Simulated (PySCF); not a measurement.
Species: FeF3 (sextet state).
SMILES: `[F][Fe]([F])[F]`

Method: PBE0-D3(BJ)/def2-SVP geometry optimisation, gas phase (PySCF 2.14.0).

Masses are those of the commonest isotopes; rigid-rotor values at the optimised geometry. 

**Question.** Give the principal moments of inertia and the rotational constants in MHz.

**Answer.** Ia = 86.85, Ib = 87.22, Ic = 174.07 u·Å²; 505379 MHz·u·Å²/I gives A = 5819, B = 5795, C = 2903 MHz.

**Question.** What kind of rotor is it?

**Answer.** An oblate symmetric top, as the point group D3h requires two equal moments; the computed ones differ by 0.42 % because the geometry is symmetric only within the optimiser's tolerance. Ray's parameter κ = (2B − A − C)/(A − C) = 0.983; −1 is the prolate and +1 the oblate limit.

**Question.** Is it planar, by Δ = Ic − Ia − Ib?

**Answer.** Planar: Δ = Ic − Ia − Ib = 0.00 u·Å². For a rigid frame Δ = −2 Σ m c², so it vanishes when all atoms lie in the ab plane; here none is more than 0.01 Å from it.

The point group D3h allows no dipole (computed: 0.01 D), so a rigid rotor has no electric-dipole lines.

**Question.** Estimate the classical rotational partition function at 50 K, 100 K and 500 K.

**Answer.** Point group D3h, symmetry number σ = 6; q = (√π/σ)·√((kT/h)³/(ABC)), k/h = 20836.6 MHz/K: 1000 at 50 K, 2840 at 100 K, 31700 at 500 K.

For this open shell read J as N, the rotation without spin; fine and hyperfine splittings come on top. Stationary, but not proved a minimum. ⟨S²⟩ = 8.757 (exact for a sextet: 8.75). Zero-point vibration and centrifugal distortion are left out.
